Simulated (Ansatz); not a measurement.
Reactions of `[F][Zn][CH2]Cl`.

Isolated molecules relaxed with PBE0-D4/def2-TZVP in Ansatz; ΔE leaves out vibrations. CCSD(T)/CBS is the MP2 limit (def2-TZVPP, def2-QZVPP) plus CCSD(T) − MP2 in def2-TZVPP, frozen cores. This one scheme is used for every species. For Br, Se, Zn outer-core shells are correlated without core-valence functions, which leaves a few kJ/mol of doubt a bond. Scalar relativity is left out up to krypton. Each species was taken in one conformer, which may not be the lowest.

Question: Order these by ΔE at CCSD(T)/CBS, lowest first. (Best estimate.)
A. `[F][Zn][CH2]Cl` + `C=[Se]` → `ClCC=[Se]` + `[F][ZnH]`
B. `[F][Zn][CH2]Cl` + HBr → `[F][Zn][Br]` + `CCl`
C. `[F][Zn][CH2]Cl` + `NC(=O)[SiH2]Cl` → `[F][Zn][Cl]` + `NC(=O)[SiH2]CCl`
D. `[F][Zn][CH2]Cl` + HBr → `ClCBr` + `[F][ZnH]`
E. `[F][Zn][CH2]Cl` + `C[SiH3]` → `[F][Zn][CH2][SiH3]` + `CCl`
F. `[F][Zn][CH2]Cl` + CH₃SH → `C[S][Zn][F]` + `CCl`

Answer: B (-160.3 kJ/mol), F (-98.4 kJ/mol), C (-34.3 kJ/mol), E (-21.1 kJ/mol), A (-4.0 kJ/mol), D (+43.3 kJ/mol).

Largest T1 diagnostic: 0.018, for `[F][ZnH]`.
